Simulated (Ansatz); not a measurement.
A short molecular-dynamics run on C$_{2}$H$_{5}$NOZn, SMILES `C[N]([ZnH])C=O`.

```yaml
crystal:
  periodic: [false, false, false]
  atoms:
    - {symbol: C, position_ang: [-0.555595, 0.355489, 1.087898]}
    - {symbol: N, position_ang: [0.086684, -0.086294, -0.140800]}
    - {symbol: Zn, position_ang: [0.801327, -1.775243, -0.376292]}
    - {symbol: C, position_ang: [0.135281, 0.832862, -1.133610]}
    - {symbol: O, position_ang: [-0.303518, 1.960754, -1.074413]}
    - {symbol: H, position_ang: [-0.041059, 1.222844, 1.509726]}
    - {symbol: H, position_ang: [-0.546249, -0.448702, 1.825847]}
    - {symbol: H, position_ang: [-1.592350, 0.649769, 0.904796]}
    - {symbol: H, position_ang: [1.382611, -3.167353, -0.550348]}
    - {symbol: H, position_ang: [0.632888, 0.455874, -2.052804]}
basis:
  gaussian: {orbitals: "6-31G*"}
hamiltonian: {xc: {name: BLYP}, dispersion: d4}
md: {timestep: 1 fs, n_steps: 50, ensemble: nve, temperature: 1000, initial_velocities: maxwell_boltzmann, seed: 308}
```

```sh
$ ansatz run in.yaml --threads 4 --pin off --events-out ev --progress --plain --max-ram 10444MiB
```

```tsv
step	time (fs)	potential energy (eV)	kinetic (eV)	T (K)	conserved (eV)
0	0.0	-54104.0183	1.0341	1000	-54102.9842
1	1.0	-54103.9363	0.9567	925	-54102.9796
2	2.0	-54103.8051	0.8358	808	-54102.9693
3	3.0	-54103.7683	0.7972	771	-54102.9711
4	4.0	-54103.8052	0.8256	798	-54102.9797
5	5.0	-54103.7948	0.8152	788	-54102.9796
6	6.0	-54103.7228	0.7478	723	-54102.9750
7	7.0	-54103.6498	0.6778	655	-54102.9719
8	8.0	-54103.6220	0.6505	629	-54102.9715
9	9.0	-54103.6469	0.6738	652	-54102.9730
10	10.0	-54103.7011	0.7253	701	-54102.9758
11	11.0	-54103.7410	0.7615	736	-54102.9795
12	12.0	-54103.7147	0.7334	709	-54102.9813
13	13.0	-54103.6095	0.6340	613	-54102.9755
14	14.0	-54103.5247	0.5579	540	-54102.9668
15	15.0	-54103.5785	0.6059	586	-54102.9726
16	16.0	-54103.6929	0.7109	687	-54102.9819
17	17.0	-54103.7292	0.7479	723	-54102.9812
18	18.0	-54103.6792	0.7026	679	-54102.9766
19	19.0	-54103.6041	0.6307	610	-54102.9735
20	20.0	-54103.5518	0.5795	560	-54102.9723
21	21.0	-54103.5398	0.5673	549	-54102.9726
22	22.0	-54103.5635	0.5895	570	-54102.9740
23	23.0	-54103.5986	0.6214	601	-54102.9772
24	24.0	-54103.5991	0.6187	598	-54102.9804
25	25.0	-54103.5308	0.5538	536	-54102.9770
26	26.0	-54103.4584	0.4897	474	-54102.9687
27	27.0	-54103.4940	0.5212	504	-54102.9728
28	28.0	-54103.5843	0.6032	583	-54102.9811
29	29.0	-54103.6068	0.6266	606	-54102.9802
30	30.0	-54103.5581	0.5828	564	-54102.9753
31	31.0	-54103.5042	0.5323	515	-54102.9720
32	32.0	-54103.4952	0.5238	507	-54102.9714
33	33.0	-54103.5407	0.5679	549	-54102.9728
34	34.0	-54103.6193	0.6439	623	-54102.9755
35	35.0	-54103.6887	0.7091	686	-54102.9796
36	36.0	-54103.6893	0.7066	683	-54102.9827
37	37.0	-54103.5898	0.6124	592	-54102.9775
38	38.0	-54103.4808	0.5129	496	-54102.9679
39	39.0	-54103.4923	0.5201	503	-54102.9722
40	40.0	-54103.5694	0.5894	570	-54102.9800
41	41.0	-54103.5955	0.6164	596	-54102.9791
42	42.0	-54103.5655	0.5901	571	-54102.9755
43	43.0	-54103.5259	0.5525	534	-54102.9735
44	44.0	-54103.5070	0.5339	516	-54102.9731
45	45.0	-54103.5145	0.5407	523	-54102.9738
46	46.0	-54103.5365	0.5607	542	-54102.9758
47	47.0	-54103.5420	0.5631	545	-54102.9789
48	48.0	-54103.4888	0.5090	492	-54102.9799
49	49.0	-54103.3767	0.4034	390	-54102.9733
50	50.0	-54103.3112	0.3452	334	-54102.9659
```

Velocities are drawn at the set temperature; a run this short doesn't reach equilibrium.

Frames (Å, forces in eV/Å):

```xyz
10
time=0.0 fs
C    -0.556    0.355    1.088   -0.182    0.124    0.349
N     0.087   -0.086   -0.141    0.418   -1.379    0.232
Zn    0.801   -1.775   -0.376   -0.121    0.345   -0.015
C     0.135    0.833   -1.134    0.542   -0.761   -0.671
O    -0.304    1.961   -1.074   -0.688    1.778    0.084
H    -0.041    1.223    1.510    0.152    0.272    0.150
H    -0.546   -0.449    1.826    0.021   -0.277    0.209
H    -1.592    0.650    0.905   -0.331    0.095   -0.038
H     1.383   -3.167   -0.550   -0.020    0.036    0.018
H     0.633    0.456   -2.053    0.210   -0.233   -0.318
10
time=3.0 fs
C    -0.543    0.322    1.071   -0.892    0.578    0.665
N     0.125   -0.108   -0.143    0.211    0.175   -0.459
Zn    0.790   -1.768   -0.370    0.670   -1.256   -0.199
C     0.153    0.851   -1.158   -0.990   -0.658    2.492
O    -0.311    1.968   -1.072   -0.566    1.662    0.229
H    -0.079    1.231    1.489   -0.290    0.289   -0.286
H    -0.492   -0.382    1.895    0.361   -0.899    0.120
H    -1.642    0.455    0.905    0.482    0.408   -0.023
H     1.472   -3.216   -0.535   -0.463    0.895    0.109
H     0.551    0.503   -2.044    1.477   -1.195   -2.648
10
time=6.0 fs
C    -0.536    0.291    1.060   -0.741   -0.048    1.801
N     0.164   -0.128   -0.148   -0.241    1.896   -0.832
Zn    0.779   -1.762   -0.364    1.203   -2.228   -0.385
C     0.165    0.864   -1.169   -0.111   -1.416   -0.666
O    -0.322    1.983   -1.068    0.155    0.128    0.109
H    -0.141    1.261    1.445   -0.543   -0.099   -0.489
H    -0.409   -0.382    1.966    0.304   -0.040   -1.074
H    -1.654    0.294    0.903    0.719    0.537    0.018
H     1.525   -3.193   -0.510   -0.577    0.936    0.112
H     0.570    0.471   -2.205   -0.168    0.332    1.404
10
time=9.0 fs
C    -0.534    0.261    1.060    0.446   -0.121    1.110
N     0.202   -0.136   -0.158   -0.786    3.122   -0.855
Zn    0.770   -1.759   -0.358    1.213   -2.263   -0.454
C     0.176    0.867   -1.183   -0.477   -0.610   -0.834
O    -0.332    1.999   -1.064    0.852   -1.412   -0.129
H    -0.247    1.286    1.363   -0.308   -0.100   -0.184
H    -0.302   -0.391    1.955    0.109    0.169   -0.844
H    -1.613    0.178    0.902   -0.318    0.314   -0.051
H     1.530   -3.094   -0.477   -0.262    0.185    0.044
H     0.586    0.457   -2.270   -0.469    0.716    2.196
10
time=12.0 fs
C    -0.530    0.230    1.068    0.459    0.722   -1.035
N     0.235   -0.126   -0.173   -1.190    3.223   -0.593
Zn    0.763   -1.758   -0.353    0.574   -1.144   -0.382
C     0.183    0.867   -1.202   -1.457    0.789    1.709
O    -0.338    2.008   -1.061    1.030   -1.917   -0.314
H    -0.378    1.302    1.265    0.070   -0.087    0.250
H    -0.182   -0.391    1.880    0.164   -0.278    0.621
H    -1.595    0.087    0.898   -0.522   -0.132    0.055
H     1.515   -2.983   -0.439    0.479   -1.180   -0.048
H     0.568    0.500   -2.166    0.393    0.005   -0.265
10
time=15.0 fs
C    -0.522    0.204    1.069   -0.266    0.690   -1.548
N     0.260   -0.096   -0.192   -1.333    2.086   -0.062
Zn    0.756   -1.760   -0.349    0.440   -0.664   -0.386
C     0.180    0.872   -1.207   -1.845    1.546    3.505
O    -0.338    2.007   -1.059    0.604   -1.305   -0.352
H    -0.503    1.308    1.188    0.366   -0.399    0.559
H    -0.053   -0.406    1.847   -0.313    0.289    0.533
H    -1.611   -0.014    0.899    0.565   -0.291    0.334
H     1.537   -2.966   -0.405    0.494   -1.238   -0.012
H     0.589    0.537   -2.096    1.288   -0.714   -2.571
10
time=18.0 fs
C    -0.516    0.183    1.059    0.190    0.097   -0.753
N     0.278   -0.054   -0.211   -1.147    0.052    0.776
Zn    0.750   -1.762   -0.345    1.057   -1.123   -0.452
C     0.165    0.886   -1.192    1.019   -0.230   -1.332
O    -0.335    1.999   -1.059   -0.287    0.269   -0.224
H    -0.598    1.283    1.159    0.444   -0.279    0.677
H     0.048   -0.396    1.855   -0.916    0.898   -0.247
H    -1.586   -0.138    0.928    0.666   -0.266    0.268
H     1.596   -3.045   -0.372   -0.342    0.053    0.062
H     0.696    0.531   -2.194   -0.684    0.530    1.226
10
time=21.0 fs
C    -0.509    0.162    1.044    0.542    0.337   -0.517
N     0.288   -0.012   -0.225   -0.730   -2.149    1.709
Zn    0.746   -1.766   -0.342    1.312   -1.041   -0.429
C     0.157    0.899   -1.185    2.192   -0.694   -2.877
O    -0.333    1.993   -1.060   -1.182    1.981   -0.133
H    -0.658    1.236    1.185    0.145    0.167    0.435
H     0.079   -0.317    1.851   -0.304    0.309    0.117
H    -1.510   -0.286    0.977   -0.082   -0.204   -0.041
H     1.628   -3.125   -0.334   -0.788    0.775    0.057
H     0.756    0.561   -2.212   -1.105    0.519    1.679
10
time=24.0 fs
C    -0.498    0.145    1.025   -0.154    0.675   -0.143
N     0.294    0.018   -0.228   -0.339   -3.340    2.013
Zn    0.743   -1.771   -0.339    1.141   -0.516   -0.310
C     0.164    0.909   -1.197    1.159    0.284   -0.983
O    -0.338    1.997   -1.062   -1.474    2.432   -0.154
H    -0.706    1.200    1.246   -0.255    0.064   -0.185
H     0.087   -0.213    1.858    0.587   -0.390    0.601
H    -1.435   -0.447    1.024   -0.046    0.288   -0.226
H     1.595   -3.142   -0.291   -0.740    0.755    0.017
H     0.730    0.632   -2.102    0.120   -0.251   -0.629
10
time=27.0 fs
C    -0.488    0.131    1.007   -0.105    0.223    1.871
N     0.298    0.027   -0.220    0.012   -2.913    0.810
Zn    0.741   -1.777   -0.337    0.617    0.422   -0.227
C     0.177    0.920   -1.214   -0.760    1.542    2.137
O    -0.351    2.013   -1.065   -0.911    1.308   -0.392
H    -0.774    1.167    1.291   -0.356   -0.259   -0.745
H     0.134   -0.136    1.904    0.045   -0.244   -0.522
H    -1.362   -0.584    1.052    0.267    0.807   -0.237
H     1.502   -3.099   -0.247   -0.262   -0.002    0.008
H     0.723    0.678   -2.056    1.452   -0.885   -2.703
10
time=30.0 fs
C    -0.478    0.120    1.001    0.300    0.125    2.613
N     0.302    0.019   -0.208    0.318   -1.488   -1.146
Zn    0.741   -1.782   -0.335   -0.015    1.575   -0.313
C     0.188    0.942   -1.220    0.708    0.752   -0.204
O    -0.368    2.036   -1.070   -0.008   -0.225   -0.606
H    -0.870    1.116    1.276   -0.239   -0.067   -0.784
H     0.186   -0.080    1.911   -0.346   -0.097   -0.814
H    -1.271   -0.657    1.061   -0.180    0.436   -0.093
H     1.387   -3.061   -0.201    0.374   -1.211    0.091
H     0.808    0.663   -2.190   -0.912    0.201    1.256
10
time=33.0 fs
C    -0.467    0.110    1.012   -0.076    0.431    1.131
N     0.308    0.002   -0.202    0.338   -0.015   -2.379
Zn    0.740   -1.785   -0.333    0.125    1.118   -0.313
C     0.203    0.969   -1.225    0.430    0.173    0.058
O    -0.385    2.059   -1.079    0.658   -1.183   -0.606
H    -0.987    1.060    1.196    0.047    0.159   -0.468
H     0.215   -0.033    1.859    0.105    0.009    0.409
H    -1.197   -0.696    1.063   -0.631   -0.277    0.129
H     1.299   -3.115   -0.149    0.230   -0.945    0.062
H     0.831    0.659   -2.240   -1.226    0.530    1.977
10
time=36.0 fs
C    -0.457    0.102    1.032   -1.121    0.118   -0.537
N     0.315   -0.016   -0.210    0.004    0.929   -2.165
Zn    0.740   -1.787   -0.332    0.562   -0.463   -0.105
C     0.220    0.998   -1.230   -1.135    0.054    2.346
O    -0.399    2.075   -1.090    0.840   -1.282   -0.358
H    -1.097    1.013    1.076    0.633   -0.118   -0.002
H     0.251    0.016    1.839    0.160    0.266    1.040
H    -1.168   -0.750    1.075    0.013    0.069    0.314
H     1.228   -3.244   -0.092   -0.227    0.407   -0.150
H     0.758    0.697   -2.138    0.271    0.022   -0.383
10
time=39.0 fs
C    -0.453    0.095    1.048   -0.312   -0.350   -0.609
N     0.323   -0.028   -0.231   -0.407    1.331   -1.004
Zn    0.740   -1.789   -0.331    0.650   -1.306    0.008
C     0.229    1.027   -1.216   -1.985   -0.302    3.609
O    -0.409    2.085   -1.103    0.548   -0.694    0.123
H    -1.156    0.959    0.956    0.749   -0.033    0.498
H     0.290    0.087    1.893   -0.959    0.415   -0.225
H    -1.140   -0.799    1.114    0.494    0.408    0.353
H     1.141   -3.343   -0.047   -0.325    1.102   -0.282
H     0.714    0.731   -2.080    1.548   -0.569   -2.471
10
time=42.0 fs
C    -0.452    0.086    1.061    0.625   -0.007   -0.909
N     0.328   -0.032   -0.258   -0.613    1.271    0.216
Zn    0.741   -1.793   -0.329    0.505   -1.199   -0.060
C     0.226    1.052   -1.181    0.701   -2.332   -1.259
O    -0.416    2.091   -1.116    0.025    0.082    0.665
H    -1.156    0.905    0.877    0.084    0.436    0.664
H     0.257    0.191    1.935   -0.802    0.249   -0.629
H    -1.076   -0.818    1.181    0.130   -0.070    0.220
H     1.027   -3.352   -0.026   -0.191    1.019   -0.268
H     0.775    0.731   -2.184   -0.463    0.549    1.360
10
time=45.0 fs
C    -0.447    0.078    1.066    0.134    0.585   -1.786
N     0.330   -0.028   -0.284   -0.597    0.680    1.372
Zn    0.743   -1.799   -0.328    0.215   -0.077   -0.243
C     0.227    1.063   -1.153    1.168   -2.015   -2.765
O    -0.422    2.097   -1.125   -0.134    0.168    1.029
H    -1.148    0.884    0.853   -0.452    0.272    0.461
H     0.163    0.318    1.932    0.516    0.168    0.157
H    -1.000   -0.842    1.268   -0.188   -0.320   -0.012
H     0.897   -3.279   -0.027    0.040    0.051   -0.085
H     0.810    0.770   -2.195   -0.701    0.487    1.873
10
time=48.0 fs
C    -0.442    0.073    1.059   -0.431    0.985   -1.114
N     0.328   -0.020   -0.302   -0.602   -0.201    2.412
Zn    0.745   -1.805   -0.328    0.005    1.488   -0.443
C     0.235    1.059   -1.144   -0.323   -0.014   -1.285
O    -0.429    2.104   -1.129    0.020   -0.342    1.232
H    -1.174    0.882    0.867   -0.374   -0.483    0.133
H     0.105    0.457    1.933    0.757   -0.260   -0.211
H    -0.935   -0.886    1.352    0.128    0.416   -0.363
H     0.770   -3.205   -0.034    0.147   -1.341    0.179
H     0.793    0.847   -2.062    0.672   -0.248   -0.539
10
time=50.0 fs
C    -0.439    0.074    1.050   -0.275    1.428   -0.203
N     0.324   -0.016   -0.306   -0.638   -0.613    2.659
Zn    0.747   -1.807   -0.328   -0.039    1.520   -0.396
C     0.240    1.056   -1.144   -1.854    1.263    0.740
O    -0.434    2.107   -1.127    0.181   -0.783    1.192
H    -1.210    0.862    0.885   -0.255   -0.714   -0.072
H     0.102    0.540    1.928    0.428   -0.728   -0.844
H    -0.888   -0.901    1.393    0.239    0.618   -0.477
H     0.692   -3.211   -0.032    0.127   -1.278    0.156
H     0.806    0.892   -1.984    2.085   -0.713   -2.755
```

Hardware: 4 threads of an Arm Neoverse V1 on a shared host. Wall time 66 s, peak host memory 0.49 GiB.
